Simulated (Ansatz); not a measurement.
A nudged elastic band was laid between two geometries of CH4 + CH5AlClN (14 atoms, charge 0, multiplicity 1).

Computed with Ansatz, UKS B3LYP-D4/def2-SVP.

```yaml
movable_images: 5
climbing_image: yes
spring: 5.0 eV/Å²
optimiser: quadratic models (default)
start_path: through a guess of the saddle point
force_threshold: 0.05 eV/Å
iteration_limit: 60
end_points: relaxed
```

Image 0:

```xyz
14
Properties=species:S:1:pos:R:3
Al 1.146 -0.429 0.015
Cl 2.494 1.178 0.360
C 0.418 -0.744 -1.758
N 0.818 -1.472 1.409
H -0.455 1.986 0.339
C -1.425 1.501 0.522
H 1.187 -1.176 -2.423
H 0.084 0.197 -2.224
H -0.436 -1.440 -1.740
H 0.203 -2.280 1.398
H 1.220 -1.353 2.334
H -1.279 0.556 1.068
H -1.929 1.304 -0.435
H -2.045 2.171 1.135
```

Image 6:

```xyz
14
Properties=species:S:1:pos:R:3
Al -0.041 -0.418 0.100
Cl 1.820 2.024 -0.051
C 0.318 -0.899 -1.767
N 0.652 -1.419 1.404
H 0.778 2.666 0.364
C -1.394 0.923 0.611
H 1.168 -1.594 -1.876
H 0.537 -0.007 -2.378
H -0.561 -1.388 -2.222
H 1.318 -2.174 1.269
H 0.482 -1.291 2.397
H -2.393 0.458 0.693
H -1.493 1.730 -0.137
H -1.191 1.390 1.592
```

Problem. What changes between the two ends?

Solution. Bonds broken: Al1–Cl2, H5–C6. Bonds formed: Al1–C6, Cl2–H5. CH4 + CH5AlClN becomes C2H8AlN + ClH.

Problem. Give the energies along the band, and the barrier.

Solution. The run converged. The highest image is number 4 of 0 to 6, 2.09 eV above the first end and 0.28 eV above the last; the last end lies 1.81 eV above the first. Neighbouring images differ by up to 1.5 eV, so the band resolves the path poorly. A vibrational analysis at the climbing image gives 2 clearly imaginary modes (622i, 96i cm⁻¹): a point of higher order, so a lower path passes nearby. The orbitals stay closed-shell, which can raise the energy where a bond breaks towards radicals; this wasn't checked here.

| image | path coordinate (Å) | energy (eV) | Al1–Cl2 (Å) | H5–C6 (Å) | Al1–C6 (Å) |
| --- | --- | --- | --- | --- | --- |
| 0 | 0.00 | 0.00 | 2.13 | 1.10 | 3.26 |
| 1 | 0.91 | 0.02 | 2.13 | 1.10 | 3.26 |
| 2 | 1.82 | 0.14 | 2.14 | 1.10 | 2.96 |
| 3 | 2.72 | 0.57 | 2.20 | 1.12 | 2.51 |
| 4 | 3.63 | 2.09 | 2.57 | 1.62 | 2.06 |
| 5 | 4.38 | 1.87 | 2.97 | 2.19 | 1.98 |
| 6 | 5.13 | 1.81 | 3.07 | 2.80 | 1.97 |

Problem. What is the geometry of the highest image?

Solution. 
```xyz
14
Properties=species:S:1:pos:R:3
Al 0.259 -0.251 0.070
Cl 1.774 1.821 0.138
C 0.297 -0.811 -1.796
N 0.602 -1.342 1.434
H 0.354 1.668 0.391
C -1.166 1.151 0.567
H 1.191 -1.415 -2.026
H 0.295 0.050 -2.485
H -0.585 -1.430 -2.034
H 1.197 -2.162 1.361
H 0.445 -1.130 2.414
H -1.937 0.353 0.589
H -1.515 1.876 -0.185
H -1.209 1.622 1.563
```

Time of the run: 4.3 min on 4 threads of Arm Neoverse N1 (shared host), peak memory 0.44 GiB.
